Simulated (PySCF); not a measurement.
**Oxygen: a sound run and one with changed settings**

Sound run: O²⁺ [He] 2s2 2p2, O³⁺ [He] 2s2 2p1. Computed with PySCF 2.14 in aug-cc-pVDZ, with the non-relativistic Hamiltonian (point nucleus). In the sound run the correlated levels freeze 1s2. The sound run starts from symmetry-adapted Hartree-Fock orbitals and uses a fine grid where one is needed.

Changed run: a valence shell is frozen. This setting is unsound on purpose.

| species | method | sound run (hartree) | changed run (hartree) | converged |
| --- | --- | --- | --- | --- |
| O²⁺ | MP2 | -73.13977 | -73.08819 | yes |
| O²⁺ | CCSD(T) | -73.16313 | -73.08924 | yes |

Ionisation energy of O²⁺:

```csv
method,sound run (eV),changed run (eV)
UHF,54.634,54.634
MP2,54.785,54.763
SCS-MP2,54.682,54.677
CCSD,54.546,54.792
CCSD(T),54.551,54.792
CCSDT,n/a,54.792
FCI,n/a,54.792
```

Freezing a valence shell removes pair correlation that changes on ionisation.

For comparison, NIST gives 54.936 eV between the lowest levels.
